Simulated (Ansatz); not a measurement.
Harmonic frequencies (cm⁻¹) at PBE0-D4/def2-TZVP from Ansatz: 73, 94, 102, 121, 132, 152, 237, 397, 442, 540, 545, 580, 619, 662, 744, 759, 767, 1219, 1223, 1448, 1450, 1456, 1459, 1623, 1870, 3035, 3044, 3114, 3118, 3122, 3135, 3818, 3920.

Each molecule was computed in one conformer, which needn't be the lowest.

(1) Which molecule is it?
A. `[CH3][GaH-]([CH3])[OH2+]`
B. `C[O+](C)[InH3-]`
C. `[BH3-][S+](C)C`
D. `C[BH-](C)[SeH2+]`

Results:

(1) A.
